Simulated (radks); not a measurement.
Values are calculated unless marked as measured or tabulated.
Task: These are the eigenvalues of the occupied orbitals of an atom or ion with whole-number occupations (hartree). Level of theory: scalar-relativistic Kohn-Sham, r2SCAN, spin-polarised, spherical densities, finite nucleus; meta-GGA in the generalised Kohn-Sham scheme; Fermi nuclear charge, rms radius of each element as measured or else 0.836 A^(1/3) + 0.57 fm (a radial shooting solver on a logarithmic mesh with Libxc functionals).

orbital  eigenvalue
1s up     -118.7063
1s down   -118.6903
2s up     -14.42235
2s down   -14.41253
2p up     -11.89361
2p down   -11.87467
3s up      -3.68965
3s down    -3.58243
3p up      -3.04828

Which element is it, and in what charge state? The configuration may be excited. Open shells, if any, are filled with parallel spins first.

Result: Z = 18, argon, charge +5: Ar5+ in [Ne] 3s2 3p1. The list shows which subshells hold electrons but not how many an open one holds; the 1s level, -118.71 hartree, gives Z - s = 15.4 by -(Z - s)^2/2, which with screening and relativity narrows Z to a few neighbours, and the depths of the outer levels then fix element, charge and occupations together.
